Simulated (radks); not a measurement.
Question: Isoelectronic series with 16 electrons, all held in the configuration [Ne] 3s2 3p4, which need not be the ground one along the series. All-electron calculation, scalar-relativistic Kohn-Sham, LDA (Slater exchange, Perdew-Wang correlation), spin-polarised, spherical densities, finite nucleus; open shells are filled with parallel spins first (spin-orbit coupling, left out, can overturn this in heavy ions); Fermi nuclear charge, rms radius of each element as measured or else 0.836 A^(1/3) + 0.57 fm. Program: a radial shooting solver on a logarithmic mesh with Libxc functionals. Total energies (hartree) and mean radii <r> (bohr):

ion,E (hartree),3p down,3p up,3s down
S,-397.85925,2.122,2.044,1.705
Cl+,-459.63743,1.727,1.691,1.498
Ar2+,-526.19907,1.479,1.458,1.336
K3+,-597.54038,1.301,1.287,1.206
Ca4+,-673.66389,1.166,1.155,1.101
Sc5+,-754.57570,1.058,1.050,1.013
Ti6+,-840.28432,0.9690,0.9628,0.9381
V7+,-930.80002,0.8948,0.8898,0.8740
Cr8+,-1026.13436,0.8317,0.8276,0.8183
Mn9+,-1126.30021,0.7772,0.7737,0.7693
Fe10+,-1231.31156,0.7296,0.7267,0.7260
Ni12+,-1455.93142,0.6503,0.6481,0.6525
Cu13+,-1575.57225,0.6170,0.6150,0.6211
Zn14+,-1700.12398,0.5869,0.5852,0.5925
Ga15+,-1829.60487,0.5596,0.5581,0.5665
Ge16+,-1964.03440,0.5348,0.5334,0.5426
As17+,-2103.43330,0.5121,0.5109,0.5206
Se18+,-2247.82234,0.4912,0.4901,0.5003
Br19+,-2397.22395,0.4720,0.4710,0.4815
Kr20+,-2551.66100,0.4542,0.4533,0.4641
Rb21+,-2711.15757,0.4378,0.4369,0.4478
Sr22+,-2875.73840,0.4224,0.4216,0.4326

Estimate the row of Co11+.

Answer: E (hartree) -1341.18327; 3p down 0.6876; 3p up 0.6851; 3s down 0.6873.
